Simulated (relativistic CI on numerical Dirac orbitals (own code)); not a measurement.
Calculated at this level of theory: Dirac-Coulomb-Breit CI, separate exchange-only KLI orbitals for each configuration, QED by a radiative potential, unscaled Slater integrals (own radial code, finite nucleus).

CI space (outside the closed core [Ne]): 3s2.3p6.3d7, 3s2.3p5.3d8, 3s2.3p4.3d9, 3s.3p6.3d8, 3p6.3d9, 3s.3p5.3d9, 3s2.3p6.3d6.4s, 3s2.3p6.3d6.4p, 3s2.3p4.3d8.4s, 3s2.3p6.3d6.4d, 3s2.3p4.3d8.4p, 3s2.3p5.3d7.4s, 3s2.3p6.3d6.4f, 3s2.3p4.3d8.4d, 3s.3p5.3d8.4s, 3s2.3p5.3d7.4p, 3s.3p5.3d8.4p, 3s2.3p5.3d7.4d, 3s2.3p6.3d5.4s2, 3s.3p5.3d8.4d, 3s.3p6.3d7.4s, 3p6.3d8.4s, 3s2.3p6.3d5.4s.4p, 3s2.3p5.3d7.4f, 3p6.3d8.4p, 3s.3p6.3d7.4p, 3s2.3p6.3d6.5s, 3s2.3p6.3d5.4p2, 3s2.3p6.3d6.5p, 3p6.3d8.4d, 3s2.3p5.3d6.4s2, 3s2.3p6.3d6.5d, 3s2.3p6.3d6.5f, 3s.3p6.3d6.4s2, 3s2.3p5.3d7.5s, 3s2.3p6.3d6.6s. Levels of other configurations are missing.

At this charge energies of transitions that change n are usually good to better than 1 %, and those within a shell (Δn = 0) to a few per cent.

Outline of the computed level scheme of Lu XLVII. Lowest level of each configuration: 3s2.3p6.3d7 4F_9/2 at 0.000 eV; 3s2.3p5.3d8 4G°_11/2 at 376.861 eV.

Some strong electric-dipole decays among the lowest 45 levels: 3s2.3p5.3d8 4D°_7/2 → 3s2.3p6.3d7 4F_9/2 (1.8e+12 s⁻¹); 3s2.3p5.3d8 2F°_7/2 → 3s2.3p6.3d7 2H_9/2 (1.5e+12 s⁻¹); 3s2.3p5.3d8 4S°_3/2 → 3s2.3p6.3d7 4P_5/2 (1.5e+12 s⁻¹); 3s2.3p5.3d8 2P°_3/2 → 3s2.3p6.3d7 2D_5/2 (1.3e+12 s⁻¹); 3s2.3p5.3d8 2G°_9/2 → 3s2.3p6.3d7 2H_11/2 (1.3e+12 s⁻¹); 3s2.3p5.3d8 2P°_1/2 → 3s2.3p6.3d7 2P_3/2 (1.1e+12 s⁻¹); 3s2.3p5.3d8 4D°_5/2 → 3s2.3p6.3d7 4F_7/2 (1.1e+12 s⁻¹); 3s2.3p5.3d8 2D°_5/2 → 3s2.3p6.3d7 2D_5/2 (9.3e+11 s⁻¹).

LS names give the leading component of a level, which can be under half, so a name can repeat, a term be missing and a line seem to break the LS rules.
